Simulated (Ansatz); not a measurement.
`C[CH]1[NH][Al]1[Br]`, relaxed with RKS PBE-D4/def2-SVP in the Gaussian-basis code of Ansatz from a rough embedded geometry. The force threshold is 0.03 eV/Å; the program also tests the step.

Total charge 0; spin multiplicity 1.

Start:

```xyz
10

C     0.531    1.116    0.497
C     0.333    0.003   -0.497
N     0.570   -1.279    0.152
Al   -1.248   -1.116   -0.406
Br   -3.568   -1.168    0.198
H    -0.076    2.034    0.096
H     0.063    0.861    1.480
H     1.542    1.358    0.602
H     0.856    0.134   -1.520
H     0.997   -1.945   -0.602
```

```
step  energy (eV)  largest force (eV/Å)  largest move (Å)
   1  -80256.1911                 3.834             0.000
   2  -80256.9053                 1.343             0.196
   3  -80257.1576                 1.049             0.195
   4  -80257.3265                 0.859             0.200
   5  -80257.4344                 1.389             0.195
   6  -80257.4911                 0.603             0.117
   7  -80257.5333                 0.490             0.154
   8  -80257.5353                 0.415             0.120
   9  -80257.5514                 0.179             0.081
  10  -80257.5521                 0.057             0.009
  11  -80257.5525                 0.024             0.011
```

End:

```xyz
10

C     0.660    1.149    0.456
C     0.113    0.136   -0.529
N     0.207   -1.331   -0.131
Al   -1.488   -0.965   -0.309
Br   -3.550   -1.847   -0.087
H     0.415    2.185    0.140
H     0.267    0.999    1.482
H     1.773    1.085    0.515
H     0.480    0.349   -1.559
H     1.122   -1.761    0.023
```

Run time 19 s (4 threads of an Arm Neoverse V1 on a shared host); peak host memory 0.17 GiB.
